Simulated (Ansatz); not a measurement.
H3NOSi, SMILES `N[Si]O` (lower singlet) (charge 0, multiplicity 1). This singlet lies 2.60 eV below the relaxed triplet at the level frozen-core CCSD(T)/cc-pVTZ // PBE0-D3(BJ)/def2-TZVP (Ansatz, a program for electronic structure).

Level of theory: CAM-B3LYP/cc-pVTZ // PBE0-D3(BJ)/def2-TZVP (Ansatz).

Ansatz 0.2 input:
```yaml
crystal:
  periodic: [false, false, false]
  atoms:
    - { symbol: N, position_ang: [0.922217, 0.105758, 0.161874] }
    - { symbol: Si, position_ang: [-0.183331, -1.193762, 0.34838] }
    - { symbol: O, position_ang: [-1.652505, -0.439339, 0.229864] }
    - { symbol: H, position_ang: [1.915555, -0.066002, 0.192749] }
    - { symbol: H, position_ang: [0.71914, 1.084708, 0.015874] }
    - { symbol: H, position_ang: [-1.721071, 0.50864, 0.089406] }
basis:
  gaussian: { orbitals: cc-pVTZ }
hamiltonian:
  xc: cam_b3lyp
```

Output:

```
Functional definition: CAM-B3LYP
806 factors; their error is unknown
189 factors; integrals over basis functions are off by at most 4.6e-5 eV
mean field evaluation 1: about -11456.4744 eV, gradient 7.3e1 eV
mean field evaluation 2: about -11450.3713 eV, gradient 9.2e1 eV
mean field evaluation 4: about -11465.4183 eV, gradient 3.3e0 eV
mean field evaluation 8: about -11465.4385 eV, gradient 1.8e-2 eV
mean field evaluation 16: about -11465.4547 eV, gradient 2.2e-5 eV
mean field -11465.45467638 eV, -421.3476877925 hartree, gradient 2.2e-5 eV, S^2 0.000000; 0 other end points of the search recorded, 0 dependent functions left out
reference -11465.45477377 eV, -421.3476913718 hartree; 16, 16 occupied and 120, 120 virtual orbitals, 806 factors
Total energy: -11465.45477377 eV, -421.3476913718 hartree
```
